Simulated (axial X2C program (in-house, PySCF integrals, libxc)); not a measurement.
## Worked dissociation energy of Be₂⁺: BLYP, spin-free

All values were computed with an in-house all-electron X2C program for linear molecules (integrals from PySCF). Spin-free means the one-electron spin-free X2C Hamiltonian. Basis: Be dyall-cv3z [8s8p3d1f] (cores contracted in-house); Gaussian nuclei, density fitting, unrestricted open shells. Masses: Be 9.012 u.

Molecular state: M_S = 1/2, Λ = 0 (beyond evenly filled blocks: σα).

| Quantity | Value |
| --- | --- |
| E(Be) (2M_S = 0, M_L = 0) | -14.664186 hartree |
| E(Be+) (2M_S = 1, M_L = 0) | -14.334205 hartree |
| E(Be₂⁺) at Re | -29.084463 hartree |
| ωe | 536.4 cm⁻¹ |
| ωexe | 6.01 cm⁻¹ |

(1) Work out De and D0.

The state is a single determinant with fixed occupations, the lowest that a limited PBE0 search found. De is counted from the lowest determinant-based energies of the atoms at the same level, without counterpoise correction.

Each atomic determinant is the lowest at this level and need not be a pure term. Totals compare only within one Hamiltonian and basis.

Results:

(1) De = -14.664186 + (-14.334205) − (-29.084463) = 0.08607 hartree = 2.342 eV. The zero-point energy is ωe/2 − ωexe/4 = 267 cm⁻¹ = 0.033 eV, so D0 = 2.309 eV.
